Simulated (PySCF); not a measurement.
Sb(Cl)5 cation (Cl₅Sb), SMILES [Cl][Sb]([Cl])([Cl])([Cl])[Cl] (connectivity only; charge and spin as stated), charge +1, multiplicity 2.

Geometry optimised at PBE-D3(BJ)/def2-SVP. The multiplicity is an assumed one; no other spin state was optimised. The isomer is the one that the SMILES or the coordinates give; other isomers of the formula were not compared. The def2 effective core potentials stand for the cores of Sb; spin–orbit coupling is left out.

Level of theory: PBE-D3(BJ)/def2-SVP run with PySCF.

Frequencies are harmonic and unscaled.

| mode | ν (cm⁻¹) | IR (km/mol) | moving atoms (share of kinetic energy) |
|---|---|---|---|
| 1 | 22 | 0.0 | Cl 99 % |
| 2 | 75 | 0.1 | Cl 98 % |
| 3 | 113 | 2.3 | Cl 70 %, Sb 30 % |
| 4 | 121 | 1.7 | Cl 86 %, Sb 14 % |
| 5 | 130 | 2.7 | Cl 87 %, Sb 13 % |
| 6 | 136 | 6.5 | Cl 80 %, Sb 20 % |
| 7 | 165 | 2.4 | Cl 87 %, Sb 13 % |
| 8 | 208 | 0.3 | Cl 97 % |
| 9 | 316 | 6.4 | Cl 94 % |
| 10 | 371 | 19.7 | Cl 81 %, Sb 19 % |
| 11 | 386 | 18.2 | Cl 76 %, Sb 24 % |
| 12 | 408 | 33.5 | Cl 70 %, Sb 30 % |
